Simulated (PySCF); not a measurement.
GaCl, SMILES [Cl][Ga] (connectivity only; charge and spin as stated), neutral, multiplicity 1.

Geometry: PBE-D3(BJ)/def2-TZVP.

Two levels are set side by side: PBE/def2-TZVPD (PySCF) and PBE0/def2-TZVPD (PySCF). Same geometry, gas phase. Differences are taken from unrounded values.

```json
[
 {"quantity": "orbital gap (eV)", "PBE": "4.10"},
 {"quantity": "highest occupied level (eV)", "PBE": "-6.57"},
 {"quantity": "lowest empty level (eV)", "PBE": "-2.46"},
 {"quantity": "dipole moment (D)", "PBE": "2.44"},
 {"quantity": "mean polarisability (bohr³)", "PBE": "50.5"}
]
```

Problem. These are the PBE values. What does PBE0 give? (The exact figures need the calculation; the answer reports its results.)

Solution. 
| quantity | PBE0 | PBE minus PBE0 |
|---|---|---|
| orbital gap (eV) | 5.80 | -1.70 |
| highest occupied level (eV) | -7.54 | 0.97 |
| lowest empty level (eV) | -1.74 | -0.72 |
| dipole moment (D) | 2.55 | -0.11 |
| mean polarisability (bohr³) | 49.6 | 0.9 |

PBE's occupied levels lie high since its potential decays too fast outside the molecule; exact exchange lowers them and widens the gap. Differences between two approximate levels are no errors against the true value.

Rough cost on one machine, each run with all the roots and properties that it gave: PBE0 against PBE within a factor of 2.
